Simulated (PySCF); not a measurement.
Field gradients at the hydrogen positions

Compound: C6H11FOSi.
Geometry (GFN2-xTB, Å), atoms numbered from 1 in this order:
```xyz
20
C6H11FOSi angstrom
C      3.366    1.017    0.942
O      2.230    0.309    0.556
Si     2.155   -1.173   -0.105
C      0.320   -1.439   -0.343
C     -0.640   -0.566   -0.022
C     -2.044   -0.812   -0.224
C     -3.035    0.026    0.084
C     -3.003    1.382    0.692
F     -4.307   -0.380   -0.180
H      3.922    0.474    1.710
H      3.047    1.979    1.344
H      4.029    1.186    0.090
H      2.744   -2.178    0.792
H      2.883   -1.216   -1.382
H      0.029   -2.385   -0.779
H     -0.355    0.381    0.414
H     -2.312   -1.764   -0.665
H     -3.472    2.097    0.015
H     -1.986    1.695    0.897
H     -3.575    1.380    1.620
```

Level: PBE0/pcSseg-1 (PySCF, non-relativistic); Q(2H) = 0.00286 b; rigid geometry, the same for H and D, with no vibrational averaging.

Task: Rank these positions by the coupling χzz of a deuteron there, largest first.
A. H20 (methyl hydrogen)
B. H16 (vinylic hydrogen)
C. H11 (methyl hydrogen)
D. H13 (Si–H hydrogen)

Result: B (218 kHz), A (206 kHz), C (202 kHz), D (104 kHz).

Task: Tabulate Vzz, the asymmetry η and χzz = 234.96 MHz × Q × Vzz for every hydrogen position.

Result: 
```csv
atom,bonded to,bond length (Å),Vzz (au),η,χzz (kHz)
H10,C1,1.093,0.2964,0.08,199
H11,C1,1.091,0.3009,0.07,202
H12,C1,1.093,0.2964,0.08,199
H13,Si3,1.470,0.1547,0.04,104
H14,Si3,1.470,0.1546,0.04,104
H15,C4,1.083,0.3290,0.06,221
H16,C5,1.080,0.3240,0.06,218
H17,C6,1.082,0.3228,0.09,217
H18,C8,1.090,0.3072,0.03,206
H19,C8,1.084,0.3181,0.04,214
H20,C8,1.090,0.3071,0.03,206
```

Task: Average by the element that carries the hydrogen.

Result: on C: 209 kHz over 9 positions, mean bond length 1.087 Å; on Si: 104 kHz over 2 positions, mean bond length 1.470 Å.

Task: How does χzz go with the bond length over the 9 C–H bonds?

Result: A straight-line fit has a slope of -15.8 kHz for each 0.01 Å, with a correlation coefficient of -0.96, over lengths from 1.080 to 1.093 Å. The longer bonds have the smaller couplings here.

Isolated species at its GFN2-xTB geometry (one conformer only). GFN2-xTB bond lengths can be off by several hundredths of an ångström, more for odd bonds, and the gradients follow them. These gradients aren't converged with respect to the basis.
